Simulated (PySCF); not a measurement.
**Molecular orbitals of ZnF⁺**

r²SCAN0 at R = 1.715 Å; PySCF, no relativity, basis sets Zn def2-TZVPPD, F def2-TZVPPD. State: ¹Σ⁺ (singlet), closed shell. Only the outer orbitals are listed, counted within each symmetry.

| orbital | occ. | ε (eV) | on Zn (%) | main shells (%) |
| --- | --- | --- | --- | --- |
| 8σ | 2 | -24.44 | 93 | 93 Zn d |
| 3π | 2 | -24.43 | 98 | 98 Zn d |
| 3π | 2 | -24.43 | 98 | 98 Zn d |
| 1δ | 2 | -24.40 | 100 | 100 Zn d |
| 1δ | 2 | -24.40 | 100 | 100 Zn d |
| 9σ | 2 | -18.23 | 26 | 73 F p, 19 Zn s |
| 4π | 2 | -17.26 | 4 | 96 F p |
| 4π | 2 | -17.26 | 4 | 96 F p |
| 10σ | 0 | -11.54 | 93 | 78 Zn s, 15 Zn p, 8 F p |
| 5π | 0 | -6.41 | 103 | 102 Zn p |
| 5π | 0 | -6.41 | 103 | 102 Zn p |

Problem. Which are the highest filled and the lowest empty level, where do they sit, and how wide is the gap?

Solution. Highest filled 4π at -17.26 eV (in %: 96 F p); lowest empty 10σ at -11.54 eV (in %: 78 Zn s, 15 Zn p, 8 F p); the gap at r²SCAN0 is 5.72 eV.

```
bond order (Mayer)                                                                                                : 0.90
⟨S²⟩                                                                                                              : 0.000
charge on Zn (Mulliken, basis-dependent)                                                                          : 1.43
charge on Zn (Löwdin, basis-dependent)                                                                            : 1.44
dipole moment (positive dipole points towards F; it is taken about the centre of mass and depends on that origin) : -6.10 D
```

Shares are Mulliken populations and can fall outside 0 to 100 %.
